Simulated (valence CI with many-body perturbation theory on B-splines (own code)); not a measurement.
Which ion has this spectrum?

A relativistic CI+MBPT calculation for an atom or ion with 42 electrons gives these levels (eV):

```
J  Parity       E     g
4    even   0.000  1.26
2    even   2.905  1.28
0    even   9.825      
3    even  19.887  1.36
4    even  20.825  1.18
1    even  21.810  1.30
5    even  24.205  1.13
6    even  24.493  1.11
2    even  26.604  0.97
3    even  27.246  1.06
0    even  30.646      
1    even  32.261  1.18
2    even  32.491  1.13
4    even  32.669  1.05
```

The energies are calculated, and their last digits are not significant.

**Question.** Which is it?
A. Ir35+
B. Re33+
C. Tl39+
D. Pt36+

**Answer.** D. Pt36+, ground level (4d3/2^4 4d5/2^2) J=4.
